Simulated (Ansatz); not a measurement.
Wavefunction ladder for C₃H₄AlClO₃, SMILES `[OH][Al-]1([Cl])[O]C=CC=[O+]1`

```xyz
12

O     2.661    0.261    0.137
Al    1.134    0.173    0.861
Cl    0.953    0.317    2.957
O     0.259   -1.313    0.285
C    -0.802   -1.326   -0.408
C    -1.485   -0.206   -0.864
C    -1.029    1.077   -0.593
O     0.007    1.366    0.079
H     3.466    0.376    0.636
H    -1.191   -2.318   -0.657
H    -2.383   -0.336   -1.450
H    -1.591    1.930   -0.983
```

Charge 0, multiplicity 1. The structure was optimised at the PBE0-D4/def2-TZVP level. It is one conformer, not always the lowest. Frozen core, restricted reference, the Gaussian-basis code of Ansatz.

```json
{"basis": "def2-SVP", "HF (Eh)": "-1041.68858", "MP2 corr.": "-1.11173"}
{"basis": "def2-TZVPP", "HF (Eh)": "-1042.34181", "MP2 corr.": "-1.41931"}
{"basis": "def2-QZVPP", "HF (Eh)": "-1042.37787", "MP2 corr.": "-1.53306"}
```

(1) Estimate the CCSD correlation energy and the (T) correction in each basis where they were run (hartree).

## Answers

(1) 
| basis | CCSD corr. | (T) |
| --- | --- | --- |
| def2-SVP | -1.15459 | -0.03533 |
